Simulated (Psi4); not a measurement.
CAuO (SMILES [O+]#[C-]->[Au+]), charge +1, singlet, at a GFN2-xTB geometry (such geometries of metal compounds can be far from the true shape) (the multiplicity is a formal guess) (core potentials on Au); B3LYP/def2-SVP (Psi4 1.11).

The Psi4 input:
```
memory 2 GB

molecule {
1 1
Au   -0.00000000   -0.00000000   -0.37575670
O     0.00000000    0.00000000    2.59477289
C     0.00000000    0.00000000    1.48776598
}

set {
  basis def2-svp
}

energy('b3lyp')
print_variables()
```

What the program printed (banner, timings and long lists left out):

```
   => Loading Basis Set <=

    Name: DEF2-SVP
    Role: ORBITAL
    Keyword: BASIS

    !!!  WARNING: ECP capability is in beta. Please check occupations closely.  !!!

         ---------------------------------------------------------
                                   SCF
               by Justin Turney, Rob Parrish, Andy Simmonett
                          and Daniel G. A. Smith
                              RKS Reference
         ---------------------------------------------------------

  ==> Geometry <==

    Molecular point group: c2v
    Full point group: C_inf_v

    Geometry (in Angstrom), charge = 1, multiplicity = 1:

       Center              X                  Y                   Z               Mass
    ------------   -----------------  -----------------  -----------------  -----------------
         AU           0.000000000000     0.000000000000    -0.310611569002   196.966568790000
         O            0.000000000000     0.000000000000     2.659918020998    15.994914619570
         C            0.000000000000     0.000000000000     1.552911110998    12.000000000000

  Running in c2v symmetry.

  Rotational constants: A = ************  B =      0.10464  C =      0.10464 [cm^-1]
  Rotational constants: A = ************  B =   3136.89030  C =   3136.89030 [MHz]
  Nuclear repulsion =   82.394983735071960

  Charge       = 1
  Multiplicity = 1
  Electrons    = 32
  Nalpha       = 16
  Nbeta        = 16

  ==> Algorithm <==

  SCF Algorithm Type is DF.
  DIIS enabled.
  MOM disabled.
  Fractional occupation disabled.
  Guess Type is SAD.
  Energy threshold   = 1.00e-06
  Density threshold  = 1.00e-06
  Integral threshold = 1.00e-12

  ==> Primary Basis <==

  Basis Set: DEF2-SVP
    Blend: DEF2-SVP
    Number of shells: 24
    Number of basis functions: 60
    Number of Cartesian functions: 67
    Spherical Harmonics?: true
    Max angular momentum: 3

  Core potential: DEF2-SVP
    Number of shells: 4
    Number of ECP primitives: 14
    Number of ECP core electrons: 60
    Max angular momentum: 3

  ==> DFT Potential <==

   => LibXC <=

    Version 7.1.2
    S. Lehtola, C. Steigemann, M. J. T. Oliveira, and M. A. L. Marques,  SoftwareX 7, 1–5 (2018) (10.1016/j.softx.2017.11.002)

   => Composite Functional: B3LYP <=

    B3LYP Hyb-GGA Exchange-Correlation Functional

    P. J. Stephens, F. J. Devlin, C. F. Chabalowski, and M. J. Frisch,  J. Phys. Chem. 98, 11623 (1994) (10.1021/j100096a001)

    Deriv               =              1
    GGA                 =           TRUE
    Meta                =          FALSE

    Exchange Hybrid     =           TRUE
    MP2 Hybrid          =          FALSE

   => Exchange Functionals <=

    0.0800   Slater exchange
    0.7200         Becke 88

   => Exact (HF) Exchange <=

    0.2000               HF

   => Correlation Functionals <=

    0.1900   Vosko, Wilk & Nusair (VWN5_RPA)
    0.8100   Lee, Yang & Parr

   => LibXC Density Thresholds  <==

    XC_HYB_GGA_XC_B3LYP:  1.00E-15

   => Molecular Quadrature <=

    Radial Scheme          =       TREUTLER
    Pruning Scheme         =           NONE
    Nuclear Scheme         =       TREUTLER

    Blocking Scheme        =         OCTREE
    BS radius alpha        =              1
    Pruning alpha          =              1
    Radial Points          =             75
    Spherical Points       =            302
    Total Points           =          65271
    Total Blocks           =            567
    Max Points             =            255
    Max Functions          =             59
    Weights Tolerance      =       1.00E-15

   => Loading Basis Set <=

    Name: (DEF2-SVP AUX)
    Role: JKFIT
    Keyword: DF_BASIS_SCF

  ==> Integral Setup <==

  SCF_SUBTYPE=INCORE selected. In-core MEM_DF algorithm will be used.
  Using in-core AOs.

  ==> MemDFJK: Density-Fitted J/K Matrices <==

    J tasked:                   Yes
    K tasked:                   Yes
    wK tasked:                   No
    Algorithm:                 Core
    Schwarz Cutoff:           1E-12
    Mask sparsity (%):       1.0000
    Fitting Condition:        1E-10

   => Auxiliary Basis Set <=

  Basis Set: (DEF2-SVP AUX)
    Blend: DEF2-UNIVERSAL-JKFIT
    Number of shells: 101
    Number of basis functions: 399
    Number of Cartesian functions: 547
    Spherical Harmonics?: true
    Max angular momentum: 6

  Minimum eigenvalue in the overlap matrix is 9.4055484461E-03.
  Reciprocal condition number of the overlap matrix is 2.3571187389E-03.
    Using symmetric orthogonalization.

  ==> Pre-Iterations <==

  SCF Guess: Superposition of Atomic Densities via on-the-fly atomic UHF (no occupation information).

   -------------------------
    Irrep   Nso     Nmo
   -------------------------
     A1        29      29
     A2         5       5
     B1        13      13
     B2        13      13
   -------------------------
    Total      60      60
   -------------------------

  ==> Iterations <==

                           Total Energy        Delta E     RMS |[F,P]|

   @DF-RKS iter SAD:  -248.50596824324074   -2.48506e+02   0.00000e+00
   @DF-RKS iter   1:  -248.57513843454646   -6.91702e-02   1.55220e-02 DIIS/ADIIS
   @DF-RKS iter   2:  -248.12684877653149    4.48290e-01   3.26504e-02 DIIS/ADIIS
   @DF-RKS iter   3:  -248.69013500724276   -5.63286e-01   5.82041e-03 DIIS/ADIIS
   @DF-RKS iter   4:  -248.70329738968312   -1.31624e-02   3.47152e-03 DIIS/ADIIS
   @DF-RKS iter   5:  -248.70877034947631   -5.47296e-03   1.87510e-04 DIIS/ADIIS
   @DF-RKS iter   6:  -248.70878904478923   -1.86953e-05   7.60209e-05 DIIS
   @DF-RKS iter   7:  -248.70879216196144   -3.11717e-06   1.52563e-05 DIIS
   @DF-RKS iter   8:  -248.70879226973099   -1.07770e-07   3.09081e-06 DIIS
   @DF-RKS iter   9:  -248.70879227500873   -5.27774e-09   3.89464e-07 DIIS
  Energy and wave function converged.

  ==> Post-Iterations <==

   Electrons on quadrature grid:
      Ntotal   =   31.9999999609 ; deviation = -3.909e-08

    Orbital Energies [Eh]
    ---------------------

    Doubly Occupied:

       1A1   -19.500837     2A1   -10.596180     3A1    -4.467620
       4A1    -2.665100     1B1    -2.633941     1B2    -2.633941
       5A1    -1.418678     6A1    -0.857851     7A1    -0.774737
       2B1    -0.743526     2B2    -0.743526     3B1    -0.629517
       3B2    -0.629517     1A2    -0.602263     8A1    -0.602262
       9A1    -0.568263

    Virtual:

      10A1    -0.360087     4B1    -0.294494     4B2    -0.294494
       5B1    -0.163858     5B2    -0.163858    11A1    -0.108077
      12A1    -0.064872    13A1     0.042172     2A2     0.206988
      14A1     0.206988     6B1     0.230031     6B2     0.230031
      15A1     0.264875     7B1     0.325052     7B2     0.325052
      16A1     0.377125    17A1     0.480270     8B1     0.497134
       8B2     0.497134    18A1     0.600291     9B1     0.816046
       9B2     0.816046    19A1     1.083728    10B1     1.101752
      10B2     1.101752    20A1     1.198128     3A2     1.198129
      21A1     1.210019    11B2     1.259067    11B1     1.259067
      22A1     1.367905     4A2     1.367906    23A1     1.436147
      12B1     1.628447    12B2     1.628447    24A1     1.655976
      25A1     2.359412     5A2     2.359413    26A1     2.587527
      13B1     2.970841    13B2     2.970841    27A1     3.460575
      28A1    42.164011    29A1   199.460927

    Final Occupation by Irrep:
             A1    A2    B1    B2
    DOCC [     9,    1,    3,    3 ]
    NA   [     9,    1,    3,    3 ]
    NB   [     9,    1,    3,    3 ]

  @DF-RKS Final Energy:  -248.70879227500873

   => Energetics <=

    Nuclear Repulsion Energy =             82.3949837350719605
    One-Electron Energy =                -546.7210851513544867
    Two-Electron Energy =                 237.1700229512543672
    DFT Exchange-Correlation Energy =     -21.5527138099805633
    Empirical Dispersion Energy =           0.0000000000000000
    VV10 Nonlocal Energy =                  0.0000000000000000
    Total Energy =                       -248.7087922750087330

Computation Completed

Properties will be evaluated at   0.000000,   0.000000,   0.000000 [a0]

Properties computed using the SCF density matrix

 Multipole Moments:

 ------------------------------------------------------------------------------------
     Multipole            Electronic (a.u.)      Nuclear  (a.u.)        Total (a.u.)
 ------------------------------------------------------------------------------------

 L = 1.  Multiply by 2.5417464519 to convert [e a0] to [Debye]
 Dipole X            :          0.0000000            0.0000000            0.0000000
 Dipole Y            :          0.0000000            0.0000000            0.0000000
 Dipole Z            :        -46.5765392           46.6671476            0.0906085
 Magnitude           :                                                    0.0906085

 ------------------------------------------------------------------------------------

  Variable Map:
  ----------------------------------------------------------------------------
  "CURRENT ENERGY"              =>    -248.708792275009
  "CURRENT REFERENCE ENERGY"    =>    -248.708792275009
  "DD SOLVATION ENERGY"         =>       0.000000000000
  "DFT FUNCTIONAL TOTAL ENERGY" =>    -248.708792275009
  "DFT TOTAL ENERGY"            =>    -248.708792275009
  "DFT VV10 ENERGY"             =>       0.000000000000
  "DFT XC ENERGY"               =>     -21.552713809981
  "GRID ELECTRONS ALPHA"        =>      15.999999980455
  "GRID ELECTRONS BETA"         =>      15.999999980455
  "GRID ELECTRONS TOTAL"        =>      31.999999960910
  "NUCLEAR REPULSION ENERGY"    =>      82.394983735072
  "ONE-ELECTRON ENERGY"         =>    -546.721085151354
  "PCM POLARIZATION ENERGY"     =>       0.000000000000
  "PE ENERGY"                   =>       0.000000000000
  "SCF ITERATION ENERGY"        =>    -248.708792275009
  "SCF ITERATIONS"              =>       9.000000000000
  "SCF TOTAL ENERGY"            =>    -248.708792275009
  "TWO-ELECTRON ENERGY"         =>     237.170022951254
  "XC GRID RADIAL POINTS"       =>      75.000000000000
  "XC GRID SPHERICAL POINTS"    =>     302.000000000000
  "XC GRID TOTAL POINTS"        =>   65271.000000000000

  Array Variable Map:
  ----------------------------------------------------------------------------
  "CURRENT DIPOLE"              =>       0.000000000000 ... 0.090608491766 1 by 3
  "SCF DIPOLE"                  =>       0.000000000000 ... 0.090608491766 1 by 3
  "SCF TOTAL ENERGIES"          =>    -248.505968243241 ... -248.708792275009 1 by 10
```
